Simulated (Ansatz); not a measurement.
The same group exchange along the group O, S, Se.

Program: Ansatz. Geometries: PBE0-D4/def2-TZVP. ΔE: electronic, gas phase. CCSD(T)/CBS adds triple-zeta CCSD(T) − MP2 to the extrapolated MP2 energy (def2 sets, frozen cores). This one scheme is used for every species. DFT in def2-TZVPP. For Se outer-core shells are correlated without core-valence functions, which leaves a few kJ/mol of doubt a bond. Scalar relativity is left out up to krypton. Each species was taken in one conformer, which may not be the lowest.

| reaction | r2SCAN-D4 (kJ/mol) | PBE-D4 (kJ/mol) | RPA@PBE/def2-TZVPP (kJ/mol) | CCSD(T)/CBS(def2) (kJ/mol) |
| --- | --- | --- | --- | --- |
| `CCO[SiH3]` + `C#C` → `C#CO[SiH3]` + `CC` | 1 | -4 | 15 | 15 |
| `CCS[SiH3]` + `C#C` → `C#CS[SiH3]` + `CC` | -21 | -24 | -11 | -9 |
| `CC[Se][SiH3]` + `C#C` → `C#C[Se][SiH3]` + `CC` | -12 | -15 | -7 | -4 |

Largest T1 diagnostic: 0.013, for `C#C`.
